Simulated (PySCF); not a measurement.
CH6N2OSi2.
Geometry (GFN2-xTB, Å), atoms numbered from 1 in this order:
```xyz
12
CH6N2OSi2 angstrom
N     -3.1770    1.8472   -0.4409
C     -2.5677    0.8776   -0.4149
Si    -1.5894   -0.7188   -0.3764
O     -0.2329   -0.4796    0.4506
Si     1.1649    0.2508    0.8718
N      2.2126    0.0794   -0.4794
H     -1.2902   -1.0692   -1.7634
H     -2.3542   -1.6990    0.3885
H      0.9344    1.6771    1.0546
H      1.5150   -0.4754    2.0938
H      3.1173    0.5186   -0.4585
H      2.2686   -0.8093   -0.9516
```

A PySCF run (density fitting, gas phase, GFN2-xTB geometry) gave HOMO -6.59 eV, LUMO -2.16 eV, dipole 4.64 D and E = -801.385 Eh.

Question: Which of these levels was it?
A. LC-wPBE/aug-pcSseg-1
B. LDA/aug-pcSseg-1
C. PBE0/STO-3G
D. OLYP/pcSseg-1
E. B3LYP/def2-SVP

Answer: B. It is LDA/aug-pcSseg-1. All candidates on this geometry:

```csv
level and settings,kind,basis functions,SCF cycles,E (Eh),HOMO (eV),LUMO (eV),dipole (D)
"LDA/aug-pcSseg-1, grid level 1, fitting basis def2-qzvpp-jkfit",LDA,224,11,-801.3852,-6.59,-2.16,4.64
"OLYP/pcSseg-1, start guess atom",GGA,146,12,-805.3922,-6.17,-1.44,4.53
"B3LYP/def2-SVP, energy threshold 1e-06 Eh",global hybrid,122,8,-805.2033,-7.31,-0.74,4.51
"PBE0/STO-3G, energy threshold 1e-08 Eh",global hybrid,44,9,-795.3002,-4.02,4.22,4.41
LC-wPBE/aug-pcSseg-1,range-separated hybrid,224,14,-805.1732,-10.72,0.57,4.69
```

The nearest other candidate, by the summed differences of HOMO and LUMO, is OLYP/pcSseg-1: its HOMO differs by +0.42 eV and its LUMO by +0.72 eV. Cycle counts include a coarse-grid stage where the run had one.
